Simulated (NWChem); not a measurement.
System: CH4BFSe; SMILES [SeH]B(C)F

NWChem printed, in part:

```
             Northwest Computational Chemistry Package (NWChem) 7.3.0
             --------------------------------------------------------

 C1  symmetry detected

                             Geometry "geometry" -> ""
                             -------------------------

 Output coordinates in angstroms (scale by  1.889725989 to convert to a.u.)

  No.       Tag          Charge          X              Y              Z
 ---- ---------------- ---------- -------------- -------------- --------------
    1 B                    5.0000    -0.07569125     0.92855962     0.00602513
    2 F                    9.0000    -1.27883826     1.46980892    -0.00066563
    3 C                    6.0000     1.21589680     1.83169133     0.00083229
    4 H                    1.0000     1.71606686     1.78241931    -0.96653631
    5 H                    1.0000     1.94582553     1.50940940     0.74176196
    6 H                    1.0000     0.97841250     2.87533929     0.19033841
    7 Se                  34.0000    -0.04231506    -0.99652024     0.00007419
    8 H                    1.0000     1.39102681    -1.14670606     0.00278458

 Effective nuclear repulsion energy (a.u.)     229.2796630658

                                Z-matrix (autoz)
                                --------

 Units are Angstrom for bonds and degrees for angles

[...]

      ----------------------
      Optimization converged
      ----------------------

  Step       Energy      Delta E   Gmax     Grms     Xrms     Xmax
  ---- ---------------- -------- -------- -------- -------- --------
@    4   -2565.97067720 -1.0D-06  0.00010  0.00004  0.00084  0.00172
                                     ok       ok       ok       ok

                                Z-matrix (autoz)
                                --------

 Units are Angstrom for bonds and degrees for angles

[...]

 Rotational Constants
 --------------------
 A=   0.282660 cm-1  (  0.406675 K)
 B=   0.089425 cm-1  (  0.128660 K)
 C=   0.068805 cm-1  (  0.098992 K)

 Temperature                      =   298.15K
 frequency scaling parameter      =   1.0000

 Zero-Point correction to Energy  =   32.435 kcal/mol  (  0.051689 au)
 Thermal correction to Energy     =   35.506 kcal/mol  (  0.056583 au)
 Thermal correction to Enthalpy   =   36.098 kcal/mol  (  0.057527 au)

 Total Entropy                    =   73.291 cal/mol-K
   - Translational                =   40.364 cal/mol-K (mol. weight = 124.9573)
   - Rotational                   =   26.319 cal/mol-K (symmetry #  =        1)
   - Vibrational                  =    6.607 cal/mol-K

 Cv (constant volume heat capacity) =   16.273 cal/mol-K
   - Translational                  =    2.979 cal/mol-K
   - Rotational                     =    2.979 cal/mol-K
   - Vibrational                    =   10.314 cal/mol-K

[normal modes left out]

 ----------------------------------------------------------------------------
 Normal Eigenvalue ||           Projected Infra Red Intensities
  Mode   [cm**-1]  || [atomic units] [(debye/angs)**2] [(KM/mol)] [arbitrary]
 ------ ---------- || -------------- ----------------- ---------- -----------
    1      -70.898 ||    0.000184           0.004         0.179       0.065
    2       -0.000 ||    0.001530           0.035         1.492       0.543
    3       -0.000 ||    0.001161           0.027         1.132       0.412
    4        0.000 ||    0.000003           0.000         0.003       0.001
    5        0.000 ||    0.000206           0.005         0.201       0.073
    6        0.000 ||    0.000009           0.000         0.008       0.003
    7        0.000 ||    0.000469           0.011         0.457       0.166
    8      244.188 ||    0.000329           0.008         0.321       0.117
    9      304.412 ||    0.001764           0.041         1.720       0.626
   10      331.652 ||    0.005000           0.115         4.874       1.774
   11      429.763 ||    0.000197           0.005         0.192       0.070
   12      542.210 ||    0.019535           0.451        19.044       6.932
   13      726.952 ||    0.011566           0.267        11.275       4.104
   14      834.446 ||    0.010197           0.235         9.940       3.618
   15      854.403 ||    0.015780           0.364        15.383       5.599
   16     1082.530 ||    0.241962           5.582       235.877      85.859
   17     1283.492 ||    0.122699           2.831       119.613      43.539
   18     1355.847 ||    0.198477           4.579       193.485      70.428
   19     1427.739 ||    0.009032           0.208         8.805       3.205
   20     1436.087 ||    0.016708           0.385        16.288       5.929
   21     2464.874 ||    0.012461           0.287        12.147       4.422
   22     3058.644 ||    0.000179           0.004         0.174       0.063
   23     3148.235 ||    0.001528           0.035         1.490       0.542
   24     3174.070 ||    0.005379           0.124         5.243       1.909
 ----------------------------------------------------------------------------

 ===============================================================================
      Negative Nuclear Hessian Mode    1  Eigenvalue =    -70.90 cm**(-1)
 -------------------------------------------------------------------------------
   Raw step length:  0.518 angstroms ;  The Raw step for this mode is:
    1 B                    5.0000    -0.00338534     0.00197444    -0.00608430
    2 F                    9.0000    -0.00432542    -0.00087574     0.02046231
    3 C                    6.0000     0.00170743    -0.00374041    -0.00732195
    4 H                    1.0000     0.19452638    -0.23351913     0.10448463
    5 H                    1.0000    -0.14575277     0.14495573     0.20987371
    6 H                    1.0000    -0.01650190     0.03999134    -0.27309347
    7 Se                  34.0000     0.00081741     0.00103735    -0.00304352
    8 H                    1.0000     0.00190984     0.00681855    -0.03502782

  Geometry after  100.0% step for mode  1; Step length =  0.518 angstroms
   Maximum component (any atom: x,y, or z) displacement:  0.516
    1 B                    5.0000    -0.06852837     0.93482547     0.00009727
    2 F                    9.0000    -1.28031916     1.48166134     0.01601415
    3 C                    6.0000     1.21737689     1.82833020    -0.00247698
    4 H                    1.0000     1.90308757     1.54102807    -0.87612144
    5 H                    1.0000     1.81138503     1.64414483     0.95675685
    6 H                    1.0000     0.94839770     2.92576386    -0.07577470
    7 Se                  34.0000    -0.05920998    -1.01815717    -0.00904846
    8 H                    1.0000     1.40718988    -1.12695291    -0.02458249

  Geometry after -100.0% step for mode  1; Step length =  0.518 angstroms
   Maximum component (any atom: x,y, or z) displacement:  0.516
    1 B                    5.0000    -0.06175769     0.93087660     0.01226588
    2 F                    9.0000    -1.27166832     1.48341283    -0.02491047
    3 C                    6.0000     1.21396204     1.83581102     0.01216692
    4 H                    1.0000     1.51403480     2.00806633    -1.08509069
    5 H                    1.0000     2.10289057     1.35423337     0.53700944
    6 H                    1.0000     0.98140150     2.84578118     0.47041224
    7 Se                  34.0000    -0.06084479    -1.02023187    -0.00296141
    8 H                    1.0000     1.40337020    -1.14059001     0.04547314

  Geometry after   50.0% step for mode  1; Step length =  0.259 angstroms
   Maximum component (any atom: x,y, or z) displacement:  0.258
    1 B                    5.0000    -0.06683570     0.93383825     0.00313942
    2 F                    9.0000    -1.27815645     1.48209921     0.00578299
    3 C                    6.0000     1.21652318     1.83020041     0.00118400
    4 H                    1.0000     1.80582437     1.65778764    -0.92836375
    5 H                    1.0000     1.88426142     1.57166696     0.85182000
    6 H                    1.0000     0.95664865     2.90576819     0.06077203
    7 Se                  34.0000    -0.05961868    -1.01867585    -0.00752670
    8 H                    1.0000     1.40623496    -1.13036219    -0.00706858

  Geometry after  -50.0% step for mode  1; Step length =  0.259 angstroms
   Maximum component (any atom: x,y, or z) displacement:  0.258
    1 B                    5.0000    -0.06345036     0.93186381     0.00922373
    2 F                    9.0000    -1.27383103     1.48297495    -0.01467932
    3 C                    6.0000     1.21481575     1.83394082     0.00850594
    4 H                    1.0000     1.61129799     1.89130677    -1.03284838
    5 H                    1.0000     2.03001419     1.42671123     0.64194629
    6 H                    1.0000     0.97315055     2.86577685     0.33386550
    7 Se                  34.0000    -0.06043608    -1.01971319    -0.00448317
    8 H                    1.0000     1.40432512    -1.13718074     0.02795924

  Geometry after   38.8% step for mode  1; Step length =  0.201 angstroms
   Maximum component (any atom: x,y, or z) displacement:  0.200
    1 B                    5.0000    -0.06645500     0.93361621     0.00382365
    2 F                    9.0000    -1.27767003     1.48219769     0.00348186
    3 C                    6.0000     1.21633116     1.83062104     0.00200740
    4 H                    1.0000     1.78394851     1.68404851    -0.94011378
    5 H                    1.0000     1.90065235     1.55536567     0.82821822
    6 H                    1.0000     0.95850441     2.90127088     0.09148332
    7 Se                  34.0000    -0.05971060    -1.01879250    -0.00718443
    8 H                    1.0000     1.40602019    -1.13112898    -0.00312945

  Geometry after  -38.8% step for mode  1; Step length =  0.201 angstroms
   Maximum component (any atom: x,y, or z) displacement:  0.200
    1 B                    5.0000    -0.06383107     0.93208585     0.00853950
    2 F                    9.0000    -1.27431745     1.48287647    -0.01237819
    3 C                    6.0000     1.21500776     1.83352018     0.00768254
    4 H                    1.0000     1.63317386     1.86504590    -1.02109835
    5 H                    1.0000     2.01362326     1.44301253     0.66554807
    6 H                    1.0000     0.97129480     2.87027416     0.30315422
    7 Se                  34.0000    -0.06034416    -1.01959654    -0.00482544
    8 H                    1.0000     1.40453989    -1.13641395     0.02402011

  Geometry after   19.4% step for mode  1; Step length =  0.100 angstroms
   Maximum component (any atom: x,y, or z) displacement:  0.100
    1 B                    5.0000    -0.06579901     0.93323362     0.00500261
    2 F                    9.0000    -1.27683189     1.48236739    -0.00048315
    3 C                    6.0000     1.21600031     1.83134583     0.00342618
    4 H                    1.0000     1.74625485     1.72929786    -0.96035992
    5 H                    1.0000     1.92889507     1.52727738     0.78755068
    6 H                    1.0000     0.96170201     2.89352170     0.14440104
    7 Se                  34.0000    -0.05986899    -1.01899351    -0.00659468
    8 H                    1.0000     1.40565011    -1.13245022     0.00365794

  Geometry after  -19.4% step for mode  1; Step length =  0.100 angstroms
   Maximum component (any atom: x,y, or z) displacement:  0.100
    1 B                    5.0000    -0.06448705     0.93246844     0.00736054
    2 F                    9.0000    -1.27515560     1.48270678    -0.00841317
    3 C                    6.0000     1.21533861     1.83279539     0.00626375
    4 H                    1.0000     1.67086752     1.81979655    -1.00085221
    5 H                    1.0000     1.98538053     1.47110081     0.70621560
    6 H                    1.0000     0.96809720     2.87802334     0.25023649
    7 Se                  34.0000    -0.06018577    -1.01939553    -0.00541519
    8 H                    1.0000     1.40490997    -1.13509271     0.01723272
```

Level: PBE0/def2-SVP. This build's default masses of Se (78.918 u) and Br (79.917 u) are each other's, which moves their modes by up to 0.6 %. The optimisation ended at a saddle point (imaginary frequency).

Question: Write an input that gives this output.

Answer: Several could match; the one computed here: the input that was run:
```
start job
memory heap 200 mb stack 900 mb global 1100 mb
geometry units angstroms
  B     -0.629968     0.637718    -0.523604
  F     -1.760606     0.093027    -0.930455
  C     -0.295033     2.142529    -0.851073
  H      0.493826     2.206881    -1.600713
  H      0.065592     2.682940     0.022737
  H     -1.159634     2.671351    -1.243915
  Se     0.542028    -0.537453     0.452347
  H      1.596607     0.417764     0.681379
end
basis spherical
  * library def2-svp
end
dft
  xc pbe0
  iterations 150
end
driver
  maxiter 120
end
task dft optimize
task dft freq
```
